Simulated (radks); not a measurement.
The numbers below are computed, except where a source is named.
Q: All-electron atom: Pm LIII in [He] 2s2 2p5. Level of theory: non-relativistic Kohn-Sham, PBE, spin-polarised, spherical densities, point nucleus; open shells are filled with parallel spins first (spin-orbit coupling, left out, can overturn this in heavy ions); relativity is left out, which matters for an element this heavy (a radial shooting solver on a logarithmic mesh with Libxc functionals). Some entries of the table are withheld. Estimate them.

| orbital | occ. | eigenvalue (hartree) | <r> (bohr) | <r^2> (bohr^2) |
|---|---|---|---|---|
| 1s up | 1 | -1716.267 | 0.02485 | 0.0008253 |
| 1s down | 1 | -1715.848 | 0.02485 | 0.0008249 |
| 2s up | 1 | (1) | 0.1035 | 0.01253 |
| 2s down | 1 | (2) | 0.1036 | 0.01255 |
| 2p up | 3 | -375.0524 | 0.08759 | 0.009253 |
| 2p down | 2 | -374.2516 | 0.08767 | 0.009272 |

A: 
(1) 2s up eigenvalue (hartree): -384.5984
(2) 2s down eigenvalue (hartree): -383.9578
